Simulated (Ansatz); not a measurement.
Mulliken charges of `N/C=N/[SiH3]` from r2SCAN/def2-TZVPP in Ansatz (PBE0-D4/def2-TZVP geometry).

```csv
atom,x (Å),y (Å),z (Å),charge (e)
N1,-0.904,1.546,-1.132,-0.292
C2,-0.275,0.445,-0.671,0.197
N3,-0.082,0.217,0.561,-0.432
Si4,0.714,-1.171,1.178,0.423
H5,-1.046,1.694,-2.112,0.180
H6,-1.245,2.225,-0.473,0.186
H7,0.048,-0.225,-1.484,0.038
H8,1.159,-2.098,0.088,-0.114
H9,-0.197,-1.919,2.085,-0.093
H10,1.911,-0.765,1.963,-0.093
```

By hand: the dipole of these point charges (1 e Å = 4.8032 D).

Σ q r = (-0.162, 0.246, -0.457) e Å, of length 0.544 e Å = 2.61 D.

How does the dipole of the full density compare? (An estimate is asked.)

Ansatz gave: (-0.232, 0.357, -0.613) e Å, 3.58 D; the point charges give 0.73 times that, at 2° from its direction.

Point charges leave out the atoms' own dipoles, such as those of lone pairs, and Mulliken's split depends on the basis, so the two needn't agree.
